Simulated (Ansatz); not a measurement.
C3H6N2Si, SMILES C1=NCN=C[SiH2]1. Atoms are numbered in the order given.

```xyz
12

C     -0.2320     0.0269     1.4433
N      1.0344     0.0607     1.2880
C      1.6925     0.0782     0.0000
N      1.0344     0.0607    -1.2880
C     -0.2320     0.0269    -1.4433
Si    -1.4558    -0.0060     0.0000
H     -0.5837     0.0176     2.4917
H      2.3990    -0.7732     0.0000
H      2.3528     0.9659     0.0000
H     -0.5837     0.0176    -2.4917
H     -2.3621     1.1793     0.0000
H     -2.2973    -1.2381     0.0000
```
Charge 0, spin multiplicity 1.

Coordinates come from a B3LYP-D3(BJ)/def2-SVP optimisation. This is a generated structure with no PubChem entry under its InChIKey; it may be hypothetical. One conformer was computed; it need not be the lowest.

Two levels are set side by side: PBE-D3(BJ)/def2-SVP (Ansatz, an electronic-structure program) and B3LYP-D3(BJ)/def2-SVP (Ansatz). Each level has its own optimised geometry; the coordinates shown are those of the second. Differences are taken from unrounded values.

| quantity | B3LYP-D3(BJ) | PBE-D3(BJ) | PBE-D3(BJ) minus B3LYP-D3(BJ) |
|---|---|---|---|
| mean bond length (Å) | 1.387 | 1.395 | 0.009 |
| bond C1–N2 (Å) | 1.276 | 1.286 | 0.010 |
| bond C1–Si6 (Å) | 1.893 | 1.901 | 0.009 |
| bond N2–C3 (Å) | 1.446 | 1.448 | 0.001 |
| bond C3–N4 (Å) | 1.446 | 1.448 | 0.001 |
| bond N4–C5 (Å) | 1.276 | 1.286 | 0.010 |
| bond C5–Si6 (Å) | 1.893 | 1.901 | 0.009 |
| bond C1–H7 (Å) | 1.106 | 1.114 | 0.008 |
| bond C3–H8 (Å) | 1.106 | 1.116 | 0.009 |
| bond C3–H9 (Å) | 1.106 | 1.116 | 0.009 |
| bond C5–H10 (Å) | 1.106 | 1.114 | 0.008 |
| bond Si6–H11 (Å) | 1.492 | 1.506 | 0.014 |
| bond Si6–H12 (Å) | 1.492 | 1.506 | 0.014 |

GGA bonds tend to be longer and softer than those of functionals with exact exchange. Differences between two approximate levels are no errors against the true value.
